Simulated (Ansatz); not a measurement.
**Molecular dynamics of BrF2H5Si2**

Input:

```yaml
crystal:
  periodic: [false, false, false]
  atoms:
    - { symbol: Si, position_ang: [-0.275588, -0.05769, -0.269759] }
    - { symbol: F, position_ang: [0.080161, -0.89756, 1.409148] }
    - { symbol: Si, position_ang: [2.051538, 0.106256, -0.575774] }
    - { symbol: H, position_ang: [2.738773, -1.175079, -0.193757] }
    - { symbol: H, position_ang: [2.356112, 0.452105, -2.006959] }
    - { symbol: H, position_ang: [2.542069, 1.216233, 0.314286] }
    - { symbol: F, position_ang: [-0.713987, 1.332826, -1.058926] }
    - { symbol: H, position_ang: [-1.087217, -1.16962, -0.845109] }
    - { symbol: Br, position_ang: [-2.106828, 0.690925, 1.54285] }
    - { symbol: H, position_ang: [-0.901433, -0.380799, 1.896299] }
basis:
  gaussian: { orbitals: def2-SVP }
hamiltonian:
  xc: revpbe
  dispersion: d4
md:
  timestep: 0.5
  n_steps: 200
  ensemble: nve
  temperature: 100.0
  initial_velocities: maxwell_boltzmann
  seed: 6228
```

Launched with:

```bash
$ ansatz run input.yaml --threads 4 --pin off --max-ram 5120MiB --backend cpu --events-out ev --progress --plain --runs-dir out
```

It starts at the highest image of a converged band, a first-order saddle point between two minima.

Output, in part (step lines, the closing report, with atoms numbered from 0):

```
md step     0: t =     0.00 fs  T =   100.0 K  F+E_penalty+E_count = -91289.99583911 eV  E_kin = 0.103408 eV  conserved = -91289.89243111 eV  (27 SCF iters)
md step     1: t =     0.50 fs  T =    99.1 K  F+E_penalty+E_count = -91289.99491603 eV  E_kin = 0.102495 eV  conserved = -91289.89242137 eV  (30 SCF iters)
md step     2: t =     1.00 fs  T =    96.6 K  F+E_penalty+E_count = -91289.99228811 eV  E_kin = 0.099890 eV  conserved = -91289.89239770 eV  (30 SCF iters)
md step     3: t =     1.50 fs  T =    92.8 K  F+E_penalty+E_count = -91289.98831918 eV  E_kin = 0.095954 eV  conserved = -91289.89236553 eV  (30 SCF iters)
md step     4: t =     2.00 fs  T =    88.2 K  F+E_penalty+E_count = -91289.98351000 eV  E_kin = 0.091180 eV  conserved = -91289.89232992 eV  (30 SCF iters)
md step     5: t =     2.50 fs  T =    83.3 K  F+E_penalty+E_count = -91289.97842013 eV  E_kin = 0.086124 eV  conserved = -91289.89229563 eV  (30 SCF iters)
md step     6: t =     3.00 fs  T =    78.6 K  F+E_penalty+E_count = -91289.97359047 eV  E_kin = 0.081323 eV  conserved = -91289.89226710 eV  (30 SCF iters)
md step     7: t =     3.50 fs  T =    74.7 K  F+E_penalty+E_count = -91289.96947445 eV  E_kin = 0.077227 eV  conserved = -91289.89224699 eV  (23 SCF iters)
[... lines left out ...]
Total energy: -91290.70843382 eV, -3354.8716558782 hartree
Atom 0 at    -0.620649     0.336384    -0.399067 Å, force    -0.469709    -0.415091    -0.538667 eV/Å
Atom 1 at     0.420785    -1.814152     2.101252 Å, force    -0.315185     0.147067    -0.003790 eV/Å
Atom 2 at     1.665619     0.229044    -0.256945 Å, force     0.721635     0.338122    -0.137024 eV/Å
Atom 3 at     2.191999    -0.932644     0.503295 Å, force     0.016217    -0.170762     0.041970 eV/Å
Atom 4 at     1.964377     0.087455    -1.737664 Å, force     0.096913    -0.006978     0.146663 eV/Å
Atom 5 at     2.303834     1.505332     0.244580 Å, force    -0.149318    -0.088777    -0.038837 eV/Å
Atom 6 at    -0.913485     1.483025    -1.549895 Å, force    -0.071850     0.074378     0.243337 eV/Å
Atom 7 at    -1.211101    -0.941590    -0.911372 Å, force     0.060261    -0.080402    -0.090912 eV/Å
Atom 8 at    -1.873406     0.699321     1.412697 Å, force    -0.057984     0.224600     0.423290 eV/Å
Atom 9 at    -0.397349    -1.397427     2.311743 Å, force     0.169020    -0.022157    -0.046030 eV/Å
Dipole moment:    -0.001443    -0.046296     0.127036 e Å
```

The steps, from the saved trajectory:

```tsv
time (fs)	T (K)	potential energy less start (eV)	conserved less start (meV/atom)
0	100	0.000	0.00
3	79	0.022	0.02
6	70	0.031	0.01
9	65	0.036	0.01
12	54	0.047	0.02
15	79	0.022	0.00
18	70	0.031	0.02
21	86	0.015	0.02
24	121	-0.022	0.00
27	118	-0.019	0.02
30	164	-0.066	0.01
33	200	-0.104	0.00
36	221	-0.125	0.03
39	294	-0.200	-0.01
42	309	-0.215	0.03
45	390	-0.300	-0.02
48	421	-0.331	0.03
51	486	-0.399	0.00
54	544	-0.459	0.00
57	580	-0.496	0.02
60	648	-0.567	-0.04
63	663	-0.582	0.03
66	697	-0.617	-0.01
69	741	-0.663	-0.05
72	716	-0.636	0.04
75	733	-0.655	-0.02
78	734	-0.656	-0.05
81	688	-0.608	0.04
84	702	-0.623	0.00
87	710	-0.631	-0.04
90	707	-0.628	0.02
93	727	-0.648	0.02
96	752	-0.675	-0.03
99	770	-0.693	-0.01
```

The run went to its last step. The conserved energy stayed within 0.056 meV per atom of its start (net change -0.053 meV per atom), so the integration is sound. The kinetic energy rose, since the run started high on the potential surface and went downhill. It ends in pieces (BrFH4Si2 + FH), so much of that is their flight and rotation, not heat. A run of 0.1 ps of so small a system gives no equilibrium averages. The orbitals stay closed-shell, which can raise the energy where a bond breaks towards radicals; this wasn't checked here.

Between its relaxed ends the band would form Si1–Br9, F2–H10 and break Si1–F2, Br9–H10. These pairs go: Si1–Br9 2.68 → 2.23 Å, F2–H10 1.21 → 0.94 Å, Si1–F2 1.91 → 3.46 Å, Br9–H10 1.65 → 2.72 Å. In the last frame they stand as after the step (other bonds may differ from the relaxed reactants and products). It ends as BrFH4Si2 + FH. Pairs count as bonded within 1.25 times the sum of covalent radii (0.12 Å more for H–H).

Last frame:

```xyz
10
Properties=species:S:1:pos:R:3
Si -0.621 0.336 -0.399
F 0.421 -1.814 2.101
Si 1.666 0.229 -0.257
H 2.192 -0.933 0.503
H 1.964 0.087 -1.738
H 2.304 1.505 0.245
F -0.913 1.483 -1.550
H -1.211 -0.942 -0.911
Br -1.873 0.699 1.413
H -0.397 -1.397 2.312
```

Run time: 4.4 min on 4 threads of Arm Neoverse V2, with other jobs on the host, peak memory 0.17 GiB.
